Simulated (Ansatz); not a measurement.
```yaml
crystal:
  periodic: [false, false, false]
  atoms:
    - {symbol: C, position_ang: [-3.303208, -0.058727, -0.311150]}
    - {symbol: C, position_ang: [-2.298910, -0.392971, 0.853159]}
    - {symbol: C, position_ang: [-3.097654, -0.228843, 2.253240]}
    - {symbol: C, position_ang: [-1.212501, 0.648496, 0.842698]}
    - {symbol: O, position_ang: [-1.185676, 1.677735, 0.415373]}
    - {symbol: C, position_ang: [0.131978, 0.071371, 1.502732]}
    - {symbol: C, position_ang: [0.787536, -0.934111, 0.517915]}
    - {symbol: O, position_ang: [0.564547, -2.077999, 0.553713]}
    - {symbol: C, position_ang: [1.779135, -0.359639, -0.430257]}
    - {symbol: C, position_ang: [2.555060, -1.244833, -1.177865]}
    - {symbol: C, position_ang: [3.395664, -0.725611, -2.194158]}
    - {symbol: C, position_ang: [3.509866, 0.655302, -2.373054]}
    - {symbol: C, position_ang: [2.794006, 1.492069, -1.667068]}
    - {symbol: C, position_ang: [1.881610, 0.978423, -0.687937]}
    - {symbol: H, position_ang: [-2.740523, -0.159184, -1.267092]}
    - {symbol: H, position_ang: [-4.124081, -0.678095, -0.266859]}
    - {symbol: H, position_ang: [-3.660676, 0.963319, -0.268807]}
    - {symbol: H, position_ang: [-1.882978, -1.374758, 0.753045]}
    - {symbol: H, position_ang: [-2.347601, -0.411526, 3.040456]}
    - {symbol: H, position_ang: [-3.871940, -0.933530, 2.235663]}
    - {symbol: H, position_ang: [-3.411138, 0.748574, 2.360140]}
    - {symbol: H, position_ang: [0.704173, 0.905388, 1.814622]}
    - {symbol: H, position_ang: [-0.095538, -0.467232, 2.379891]}
    - {symbol: H, position_ang: [2.445673, -2.264159, -1.011740]}
    - {symbol: H, position_ang: [4.097839, -1.444513, -2.671909]}
    - {symbol: H, position_ang: [4.324213, 1.006358, -3.079078]}
    - {symbol: H, position_ang: [2.823098, 2.586328, -1.859067]}
    - {symbol: H, position_ang: [1.291616, 1.697136, -0.180060]}
basis:
  gaussian: {orbitals: aug-cc-pVTZ}
magnetization: {spin_polarized: true, initial_magnetization: 0}
hamiltonian: {xc: {name: SPW92}}
```

```sh
$ ansatz run in.yaml --threads 11 --pin off --events-out ev --progress --plain --max-ram 174080MiB --backend cuda --devices 0, --max-vram 75GiB
```

It prints (some lines left out):

```
Functional definition: SPW92
3698 factors; their error is unknown
mean field evaluation 1: about -16584.6204 eV, gradient 9.4e1 eV
mean field evaluation 2: about -16516.0260 eV, gradient 1.5e2 eV
mean field evaluation 4: about -16623.2617 eV, gradient 2.0e1 eV
mean field evaluation 8: about -16624.9056 eV, gradient 4.2e-1 eV
mean field evaluation 16: about -16624.8042 eV, gradient 3.6e-3 eV
mean field -16624.80418162 eV, -610.9502849776 hartree, gradient 1.2e-5 eV, S^2 0.000000; 0 other end points of the search recorded, 0 dependent functions left out
reference -16624.80428333 eV, -610.9502887154 hartree; 51, 51 occupied and 915, 915 virtual orbitals, 3698 factors
Total energy: -16624.80428333 eV, -610.9502887154 hartree
```

Hardware: 11 threads of an AMD EPYC 7R13 on a shared host and a whole NVIDIA H100 80 GB. Wall time 7.5 s, peak host memory 1.8 GiB.
